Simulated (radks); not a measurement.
Question: Excited configurations of S: one electron is placed in a higher orbital outside [Ne] 3s2 3p3. The ground configuration is [Ne] 3s2 3p4. Calculated with a radial shooting solver on a logarithmic mesh with Libxc functionals: non-relativistic Kohn-Sham, PBEsol, spin-polarised, spherical densities, point nucleus; open shells are filled with parallel spins first. Excitation = E - E(ground); binding = E(ion) - E, where the ion is the core of charge +1; n* = 1/sqrt(2 binding) in atomic units, and the quantum defect is n - n*.

| outer orbital | excitation (eV) | binding (eV) | n* | quantum defect | eigenvalue (eV) | <r> (bohr) |
|---|---|---|---|---|---|---|
| 5s | 8.407 | 1.823 | 2.732 | 2.268 | -1.125 | 12.13 |
| 5f | 9.576 | 0.654 | 4.562 | 0.438 | -0.389 | 28.79 |
| 6d | 9.627 | 0.602 | 4.752 | 1.248 | -0.390 | 35.46 |
| 6f | 9.754 | 0.475 | 5.351 | 0.649 | -0.305 | 43.07 |
| 7s | 9.533 | 0.696 | 4.421 | 2.579 | -0.468 | 32.86 |
| 7p | 9.632 | 0.598 | 4.771 | 2.229 | -0.400 | 37.79 |

Estimate the row for 4d.

Answer: excitation (eV) 8.836; binding (eV) 1.394; n* 3.124; quantum defect 0.876; eigenvalue (eV) -0.741; <r> (bohr) 12.86. The Delta-SCF ionisation energy is 10.230 eV (NIST Atomic Spectra Database: 10.360 eV, measured). Self-interaction in the functional shifts the binding energies and quantum defects, so they are the method's values and not measured ones. Open shells are spherical and high-spin; term and fine-structure splittings are not resolved.
